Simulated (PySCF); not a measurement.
## Potassium: a sound run and one with changed settings

Sound run: K²⁺ [Ne] 3s2 3p5, K³⁺ [Ne] 3s2 3p4. All numbers are calculated (PySCF 2.14, scalar relativity by spin-free X2C-1e, in cc-pVDZ-X2C). In the sound run the correlated levels freeze [Ne] 3s2. The sound run starts from symmetry-adapted Hartree-Fock orbitals and uses a fine grid where one is needed.

Changed run: basis STO-3G, all-electron and non-relativistic. This setting is unsound on purpose.

```tsv
species	method	sound run (hartree)	changed run (hartree)	converged
K²⁺	UHF	-600.15023	-591.89066	yes
K²⁺	M06-L	-600.84215	-592.49615	yes
K²⁺	PBE	-600.64389	-592.26835	yes
K²⁺	MP2	-600.15206	-591.89339	yes
K²⁺	CCSD(T)	-600.15215	-591.89385	yes
K³⁺	UHF	-598.43038	-590.24609	yes
K³⁺	M06-L	-599.06903	-590.80216	yes
K³⁺	PBE	-598.87356	-590.57462	yes
K³⁺	MP2	-598.43117	-590.24680	yes
K³⁺	CCSD(T)	-598.43122	-590.24693	yes
```

Ionisation energy of K²⁺:

| method | sound run (eV) | changed run (eV) |
| --- | --- | --- |
| UHF | 46.800 | 44.751 |
| M06-L | 48.249 | 46.096 |
| PBE | 48.173 | 46.089 |
| MP2 | 46.828 | 44.806 |
| SCS-MP2 | 46.827 | 44.806 |
| CCSD | 46.829 | 44.814 |
| CCSD(T) | 46.829 | 44.815 |

A minimal basis cannot let orbitals breathe on ionisation and holds almost no correlation. The Hamiltonian changed with the basis, so the totals do not compare.

For comparison, NIST gives 45.803 eV between the lowest levels.
